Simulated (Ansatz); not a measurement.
## Ansatz (development build ahead of 0.2.0) run

```yaml
crystal:
  periodic: [false, false, false]
  atoms:
    - { symbol: Cr, position_ang: [0.0, 0.0, 0.0] }
    - { symbol: Si, position_ang: [0.0, 0.0, 4.522] }
basis:
  gaussian: { orbitals: pcseg-2 }
total_charge: 1
magnetization:
  initial_magnetization: 3
hamiltonian:
  xc: pbe
```

The input is written out in the form of the current development build from the run's settings.

The run gave:

```yaml
Converged: yes
Total_energy: -1333.10463 hartree
Spin_squared_of_the_determinant: 3.750
Stability_test: minimum among restricted orbitals
```

Caution: stretched shape with no unrestricted run beside it, a lower state can exist; charge can spread falsely over distant fragments; other spin multiplicities were not run.
